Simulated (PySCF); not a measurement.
CH7BGeN (calculated)

All values are calculated (PySCF 2.14.0). Calculation on a computer-drawn molecule: the log of a Hartree-Fock and frozen-core CCSD(T) single point meant for a local Hartree-Fock minimum, with one planted fault or none, to be diagnosed. Offsets are logged minus clean, where the clean run is the same molecule without the fault. The reference is restricted for singlets and unrestricted otherwise, and also for a bond in bohr or an excited solution. Adding or removing an electron swaps singlet and doublet. The excited solution moves the top pair (singlet) or top alpha electron (doublet) to the lowest empty orbital. Highest occupied and lowest empty are orbital energies over both spins, largest force is the largest gradient component, triples share is (T) over the correlation energy, the T1 limit is 0.02 restricted and 0.045 unrestricted, electrons count all cores, a negative frequency is imaginary (commonest isotopes), and the dipole is about the centre of nuclear charge; on germanium a core potential holds 10 electrons, which the energies leave out, and 3d is frozen in MP2 and coupled-cluster steps.

Common to all runs: meant charge 1; meant multiplicity 1; meant basis cc-pVDZ; meant basis and core potential on germanium cc-pVDZ-PP ECP10MDF; logged basis functions 100; logged SCF converged yes; logged CC converged yes; logged SCF stable within its kind yes; possible faults no fault, one electron removed, one electron added, multiplicity raised by two, geometry at a saddle point, SCF held on an excited solution, minimal basis STO-3G, one bond length entered in bohr, all coordinates scaled.

```json
{"entry": 1, "formula": "CH7BGeN", "logged_structure": {"atoms_angstrom": [["C", 1.7806, 0.3952, 0.6568], ["B", 1.4765, 0.8113, -0.8196], ["N", 0.2323, 0.4738, -1.5342], ["Ge", -1.1633, -0.42, -0.9898], ["H", 1.9871, 1.2996, 1.2392], ["H", 2.7129, -0.1796, 0.6729], ["H", 1.021, -0.1811, 1.1885], ["H", 2.2535, 1.4415, -1.4687], ["H", 0.179, 0.8108, -2.4824], ["H", -1.2449, -1.4695, 1.6473], ["H", -2.291, -0.5973, -1.974]]}, "given": {"logged_electrons": 56, "logged_spin_squared": 0.8947, "logged_highest_occupied [eV]": -16.538, "logged_lowest_empty [eV]": -5.7837, "logged_largest_force [hartree/bohr]": 0.015899, "logged_T1_diagnostic": 0.032768, "logged_D1_diagnostic": 0.14543, "logged_triples_share": 0.033609, "logged_dipole_magnitude [debye]": 2.8759, "logged_energy_HF [hartree]": -414.13604, "logged_energy_CCSD(T) [hartree]": -414.65973, "drawn_bonds_atom": [1, 2, 3, 1, 1, 1, 2, 3, 4, 4], "drawn_bonds_other_atom": [2, 3, 4, 5, 6, 7, 8, 9, 10, 11], "drawn_bonds_order": [1, 1, 1, 1, 1, 1, 1, 1, 1, 1]}, "results": {"planted_fault": "one bond length entered in bohr, row 9 of the drawn bonds", "HF_energy_offset_from_clean_run [kcal/mol]": 65.43, "CCSD(T)_energy_offset_from_clean_run [kcal/mol]": 75.45}}
{"entry": 2, "formula": "CH7BGeN", "logged_structure": {"atoms_angstrom": [["C", 1.6542, 0.3671, 0.6101], ["B", 1.3717, 0.7537, -0.7614], ["N", 0.2158, 0.4402, -1.4253], ["Ge", -1.0807, -0.3902, -0.9196], ["H", 1.846, 1.2073, 1.1512], ["H", 2.5202, -0.1668, 0.6251], ["H", 0.9485, -0.1683, 1.1041], ["H", 2.0935, 1.3392, -1.3644], ["H", 0.1663, 0.7532, -2.3062], ["H", -1.1208, -0.9061, 0.3769], ["H", -2.1284, -0.5549, -1.8339]]}, "given": {"logged_electrons": 56, "logged_spin_squared": 0.0, "logged_highest_occupied [eV]": -17.432, "logged_lowest_empty [eV]": -4.8495, "logged_largest_force [hartree/bohr]": 0.079919, "logged_T1_diagnostic": 0.011831, "logged_D1_diagnostic": 0.041715, "logged_triples_share": 0.025652, "logged_dipole_magnitude [debye]": 2.6556, "logged_energy_HF [hartree]": -414.17751, "logged_energy_CCSD(T) [hartree]": -414.70175, "drawn_bonds_atom": [1, 2, 3, 1, 1, 1, 2, 3, 4, 4], "drawn_bonds_other_atom": [2, 3, 4, 5, 6, 7, 8, 9, 10, 11], "drawn_bonds_order": [1, 1, 1, 1, 1, 1, 1, 1, 1, 1]}, "results": {"planted_fault": "all coordinates scaled, by -7.1 %", "HF_energy_offset_from_clean_run [kcal/mol]": 39.41, "CCSD(T)_energy_offset_from_clean_run [kcal/mol]": 49.08}}
{"entry": 3, "formula": "CH7BGeN", "logged_structure": {"atoms_angstrom": [["C", 1.7806, 0.3952, 0.6568], ["B", 1.4765, 0.8113, -0.8196], ["N", 0.2323, 0.4738, -1.5342], ["Ge", -1.1633, -0.42, -0.9898], ["H", 1.9871, 1.2996, 1.2392], ["H", 2.7129, -0.1796, 0.6729], ["H", 1.021, -0.1811, 1.1885], ["H", 2.2535, 1.4415, -1.4687], ["H", 0.179, 0.8108, -2.4824], ["H", -1.2065, -0.9754, 0.4057], ["H", -2.291, -0.5973, -1.974]]}, "given": {"logged_electrons": 56, "logged_spin_squared": 0.0, "logged_highest_occupied [eV]": -16.967, "logged_lowest_empty [eV]": -4.9786, "logged_largest_force [hartree/bohr]": 6.2583e-06, "logged_lowest_frequency [cm^-1]": 104.57, "logged_T1_diagnostic": 0.014726, "logged_D1_diagnostic": 0.056615, "logged_triples_share": 0.028623, "logged_dipole_magnitude [debye]": 2.9178, "logged_energy_HF [hartree]": -414.24031, "logged_energy_CCSD(T) [hartree]": -414.77996, "drawn_bonds_atom": [1, 2, 3, 1, 1, 1, 2, 3, 4, 4], "drawn_bonds_other_atom": [2, 3, 4, 5, 6, 7, 8, 9, 10, 11], "drawn_bonds_order": [1, 1, 1, 1, 1, 1, 1, 1, 1, 1]}, "results": {}}
{"entry": 4, "formula": "CH7BGeN", "logged_structure": {"atoms_angstrom": [["C", 1.7806, 0.3952, 0.6568], ["B", 1.4765, 0.8113, -0.8196], ["N", 0.2323, 0.4738, -1.5342], ["Ge", -1.1633, -0.42, -0.9898], ["H", 1.9871, 1.2996, 1.2392], ["H", 2.7129, -0.1796, 0.6729], ["H", 1.021, -0.1811, 1.1885], ["H", 2.2535, 1.4415, -1.4687], ["H", 0.179, 0.8108, -2.4824], ["H", -1.2065, -0.9754, 0.4057], ["H", -2.291, -0.5973, -1.974]]}, "given": {"logged_electrons": 55, "logged_spin_squared": 0.7684, "logged_highest_occupied [eV]": -23.559, "logged_lowest_empty [eV]": -13.76, "logged_largest_force [hartree/bohr]": 0.11803, "logged_T1_diagnostic": 0.033433, "logged_D1_diagnostic": 0.1979, "logged_triples_share": 0.030084, "logged_dipole_magnitude [debye]": 5.0681, "logged_energy_HF [hartree]": -413.67418, "logged_energy_CCSD(T) [hartree]": -414.189, "drawn_bonds_atom": [1, 2, 3, 1, 1, 1, 2, 3, 4, 4], "drawn_bonds_other_atom": [2, 3, 4, 5, 6, 7, 8, 9, 10, 11], "drawn_bonds_order": [1, 1, 1, 1, 1, 1, 1, 1, 1, 1]}, "results": {}}
```

## Withheld values
1. Which fault was planted in the run of CH7BGeN (entry 3)?
2. CH7BGeN (entry 4): planted fault?

Answers
1. no fault
2. one electron removed

Further results for CH7BGeN (entry 3):

| Property | Result |
| --- | --- |
| HF energy offset from clean run | 0 kcal/mol |
| CCSD(T) energy offset from clean run | 0 kcal/mol |

Further results for CH7BGeN (entry 4):

| Quantity | Value |
| --- | --- |
| HF energy offset from clean run | 355.3 kcal/mol |
| CCSD(T) energy offset from clean run | 370.8 kcal/mol |
